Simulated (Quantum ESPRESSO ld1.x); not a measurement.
Results of a calculation; reference values are marked as such.
All-electron atom: neutral rhenium in [Xe] 4f14 5d5 6s2 (the NIST ground configuration). Level of theory: Dirac Kohn-Sham, LDA (Slater exchange, Perdew-Wang correlation), spin-unpolarised, spherical densities, point nucleus; open shells fill j = l - 1/2 first (ld1.x of Quantum ESPRESSO 7.5).

Spin-orbit splittings of the eigenvalues, e(l+1/2) - e(l-1/2), with zeta = 2 splitting/(2l+1) and mean radii in bohr:

| shell | occ. | splitting (eV) | zeta (eV) | <r> j=l-1/2 | <r> j=l+1/2 |
|---|---|---|---|---|---|
| 2p | 6 | 1438 | 958.9 | 0.06248 | 0.07056 |
| 3p | 6 | 312.3 | 208.2 | 0.1871 | 0.2020 |
| 3d | 10 | 67.83 | 27.13 | 0.1766 | 0.1811 |
| 4p | 6 | 73.10 | 48.73 | 0.4451 | 0.4788 |
| 4d | 10 | 13.50 | 5.401 | 0.4936 | 0.5051 |
| 4f | 14 | ? | ? | 0.5763 | 0.5852 |
| 5p | 6 | 11.07 | 7.380 | 1.137 | 1.242 |
| 5d | 5 | 0.8762 | 0.3505 | 1.894 | 1.988 |

Estimate the 4f splitting.

Answer. 2.514 eV (zeta = 0.7184 eV).
